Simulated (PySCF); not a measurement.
# Correlation energy of Mn²⁺ (manganese, charge +2)

[Ar] 3d4 4s1, high-spin 6D determinant (an excited configuration). All numbers are calculated (PySCF 2.14, no relativity, point nucleus, in def2-TZVPPD (6s6p4d2f1g, 67 functions)). Frozen: [Ar]; 5 electrons correlated.

| level | correlation energy (mhartree) |
| --- | --- |
| CCSD | -54.75 |
| (T) | -0.42 |
| CCSD(T) | -55.17 |

Diagnostics: T1 = 0.0041, D1 = 0.0090, largest double amplitude 0.013.

Cost of the coupled-cluster step: roughly 2.5 core-seconds, for 5 correlated electrons.
